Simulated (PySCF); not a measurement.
C₄H₁₂Si₂.
Atom-mapped SMILES: `[CH2:1]=[C:2]([CH3:3])[SiH2:4][CH2:5][SiH3:6]` (hydrogens: H7, H8 on C1; H9, H10, H11 on C3; H12, H13 on Si4; H14, H15 on C5; H16, H17, H18 on Si6)

Method: PySCF 2.14.0, density-fitted response routines, TDDFT PBE0/def2-SVPD, vertical, gas phase, core orbitals frozen in the response. One conformer (not necessarily the lowest) at the PBE0-D3(BJ)/def2-SVP geometry, without solvent, vibrations or thermal averaging. Torsions of this conformer, `[CH2:1]=[C:2]([CH3:3])[SiH2:4][CH2:5][SiH3:6]`: C1–C2–Si4–C5 119°, C2–Si4–C5–Si6 -178°.

```csv
state,E (eV),E (hartree),f,"main configurations (H = HOMO, L = LUMO)"
S1,6.52,0.2397,0.027,H-1→L (89%)
S2,6.77,0.2489,0.266,"H→L (66%), H→L+1 (27%)"
S3,6.98,0.2566,0.131,"H→L+1 (44%), H→L+2 (29%), H→L (21%)"
S4,7.17,0.2637,0.063,"H→L+2 (62%), H→L+1 (25%)"
S5,7.47,0.2744,0.0037,H→L+3 (88%)
S6,7.58,0.2787,0.0050,"H-1→L+1 (52%), H-2→L (29%)"
S7,7.68,0.2821,0.0099,"H-2→L (39%), H-1→L+1 (36%), H-3→L (14%)"
S8,7.80,0.2867,0.0019,"H→L+4 (75%), H→L+6 (10%)"
S9,7.82,0.2875,0.0055,"H-3→L (62%), H-1→L+2 (16%), H-2→L (11%)"
S10,7.95,0.2921,0.0088,"H→L+5 (29%), H→L+7 (27%), H-1→L+2 (18%)"
```

Triplets (Tamm–Dancoff): T1 4.13 eV, H→L (88%); T2 5.95 eV, H-1→L (89%); T3 6.77 eV, H→L+1 (77%), H→L+2 (12%); T4 6.99 eV, H→L+2 (74%).

The lowest singlet comes at 190 nm (629 kJ/mol) in the vacuum ultraviolet; it is weak; its leading configuration is HOMO-1→LUMO (89%). The strongest level in the table is S2 at 6.77 eV (183 nm, f = 0.266). Löwdin shares by element: HOMO carbon 76% or more, silicon 5% or more (atoms not listed hold the other 20%); LUMO carbon 61% or more, silicon 9% or more, hydrogen 6% or more (atoms not listed hold the other 24%). Orbital energies (eV): HOMO-3 -9.28, HOMO-2 -8.97, HOMO-1 -8.35, HOMO -7.54, LUMO -0.28, LUMO+1 0.36, LUMO+2 0.67. The oscillator strengths of these states sum to 0.521; summed over the whole spectrum of an exact calculation they would give the number of electrons, 64 (Thomas–Reiche–Kuhn). Of the 10 states listed, 4 reach f = 0.01 and none stays under 0.0005. The vertical ionisation energy (ΔSCF) is 9.35 eV, 1.40 eV above S10. Singlets were solved by full linear response, triplets in the Tamm–Dancoff approximation.
